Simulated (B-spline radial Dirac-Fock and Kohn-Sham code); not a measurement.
# Fe: eigenvalues, ΔSCF and the reference

System: the Fe atom in the configuration 1s2 2s2 2p6 3s2 3p6 3d8 (not the ground configuration).

The density-functional columns are spherical, spin-unpolarised Dirac-Kohn-Sham results without Breit or QED terms: −ε is minus the orbital energy of the initial state and ΔSCF the difference of two total energies. The reference in the last column comes from relaxed Dirac-Fock hole states (ΔSCF) with Breit and QED corrections and a finite nucleus. All numbers are from an atomic code on a B-spline grid, in eV; a selection of levels is shown. For the 1s level of heavy atoms much of the gap between ΔSCF and the reference is the Breit and QED part, -11.4 eV here; for other levels the error of the functional can be larger.

```csv
level,LDA −ε,LDA ΔSCF,Dirac-Fock
1s,6974.6,7125.3,7112.4
2s,809.6,829.1,848.7
2p1/2,698.1,722.7,721.5
2p3/2,685.7,709.8,709.3
3s,86.15,91.56,98.40
3p1/2,53.80,59.13,60.28
3p3/2,52.28,57.59,58.86
3d,1.86,6.41,1.89
```

Values without a named source are computed, but for edge energies of neutral atoms, which are taken from tables.
